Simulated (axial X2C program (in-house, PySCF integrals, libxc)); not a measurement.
# Worked dissociation energy of RuP⁺: PBE0, scalar-relativistic

Calculated with an axial X2C code built on PySCF integrals. Spin-free means the one-electron spin-free X2C Hamiltonian. Basis: Ru dyall-cv3z [12s12p8d5f3g], P dyall-v3z [8s7p2d1f] (cores contracted in-house); Gaussian nuclei, density fitting, unrestricted open shells. Masses: Ru 101.904 u, P 30.974 u.

Molecular state: M_S = 1, Λ = 2 (beyond evenly filled blocks: σα, δ+α, δ+β, δ-α).

- E(Ru+) (2M_S = 3, M_L = 2): -4529.777469 hartree
- E(P) (2M_S = 3, M_L = 0): -341.969706 hartree
- E(RuP⁺) at Re: -4871.858553 hartree
- ωe: 487.9 cm⁻¹
- ωexe: 3.97 cm⁻¹

Problem. Work out De and D0.

Solution. De = -4529.777469 + (-341.969706) − (-4871.858553) = 0.11138 hartree = 3.031 eV. The zero-point energy is ωe/2 − ωexe/4 = 243 cm⁻¹ = 0.030 eV, so D0 = 3.001 eV.

One determinant describes the state; a PBE0 search over occupations chose it and may have missed a lower one. De is counted from the lowest determinant-based energies of the atoms at the same level, without counterpoise correction. Other states lie close and PBE0, whose exact exchange favours high spin, may order them wrongly; the determinant shown need not be the ground state. The nearest other spin-free determinant of the search, M_S = 0, Λ = 0, lies 0.37 eV up at the distance of the search. The functionals have no current-density term, which raises determinants with orbital currents, atoms included. The determinant is spin-polarised beyond a pure state at some levels (its spin-free form has ⟨S²⟩ too high), which makes Re and μ there less reliable.

Each atomic determinant is the lowest at this level and need not be a pure term. Totals compare only within one Hamiltonian and basis.
